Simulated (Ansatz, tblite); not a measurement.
Cost and result up the ladder for BTBT, `c1ccc2c(c1)sc1c3ccccc3sc21` (24 atoms). Charge 0, multiplicity 1. Geometry: PBE-D4/def2-SVP.

```xyz
24

C     3.586    2.182   -1.581
C     3.504    2.418   -0.190
C     2.476    1.857    0.570
C     1.508    1.044   -0.060
C     1.604    0.815   -1.470
C     2.639    1.381   -2.231
S     0.312   -0.219   -2.081
C    -0.367   -0.357   -0.473
C    -1.507   -1.045    0.060
C    -2.476   -1.857   -0.570
C    -3.505   -2.417    0.190
C    -3.586   -2.182    1.581
C    -2.639   -1.381    2.231
C    -1.604   -0.816    1.470
S    -0.312    0.219    2.081
C     0.367    0.356    0.473
H     4.403    2.632   -2.165
H     4.260    3.051    0.299
H     2.413    2.040    1.654
H     2.703    1.199   -3.314
H    -2.413   -2.040   -1.654
H    -4.260   -3.050   -0.299
H    -4.403   -2.632    2.165
H    -2.703   -1.199    3.314
```

Ansatz on 4 threads of Arm Neoverse V1 on a shared host; xTB runs through tblite on one thread. Times are rough, summed over both states, and most runs start from the orbitals of an earlier one. PBE0-D4/def2-SVP serves as the yardstick here, not as an exact answer. The other state is a triplet.

The xTB rows come from tblite.

xTB has no spin-polarisation term.

```
           level  functions  wall time  vertical triplet (eV)  difference from PBE0-D4/def2-SVP (eV)
        GFN1-xTB         90    0.034 s                   2.68                                  -0.17
        GFN2-xTB         82    0.034 s                   2.63                                  -0.22
 PBE-D4/def2-SVP        272       22 s                   2.70                                  -0.15
PBE0-D4/def2-SVP        272       44 s                   2.85                                   0.00
```
